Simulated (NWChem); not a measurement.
Molecule: C$_{5}$H$_{5}$FSi; SMILES C(#C)[SiH2][C@@H](C#C)F

```xyz
12

C      0.2576    -3.3459    -0.2590
C     -0.1732    -2.2316    -0.0415
Si    -0.8108    -0.5489     0.2606
C      0.4443     0.7483    -0.4012
F      1.6389     0.5811     0.3269
C     -0.0797     2.0940    -0.2301
C     -0.5589     3.1920    -0.0711
H      0.6354    -4.3279    -0.4424
H     -2.1013    -0.3682    -0.4514
H     -0.9786    -0.3147     1.7133
H      0.6787     0.5602    -1.4575
H     -0.9731     4.1655     0.0636
```
Atoms are numbered in this order, from 1.

Computed with NWChem. Medium grid unless said otherwise, to which SCAN and Minnesota functionals are sensitive. Structure relaxed at the B3LYP/6-31G* (spherical d) level. Total energies of different functionals are on different scales.

```csv
level,energy (Ha),highest occupied level (eV),orbital gap (eV),dipole (D)
PBE/def2-SVP,-581.9093,-6.42,5.02,1.39
B3LYP/def2-SVP,-582.4333,-7.44,6.83,1.55
PW6B95/def2-SVP,-583.0259,___,___,___
"LDA (Slater exchange, VWN5)/def2-SVP",-578.8233,-6.57,4.93,1.44
M06-2X/def2-SVP,-582.2756,-8.93,9.35,1.68
r2SCAN/def2-SVP,-582.2181,-6.73,5.48,1.54
```

**Question.** Complete the blanks.

**Answer.** 
- PW6B95/def2-SVP, highest occupied level (eV): -7.79
- PW6B95/def2-SVP, orbital gap (eV): 7.40
- PW6B95/def2-SVP, dipole (D): 1.60
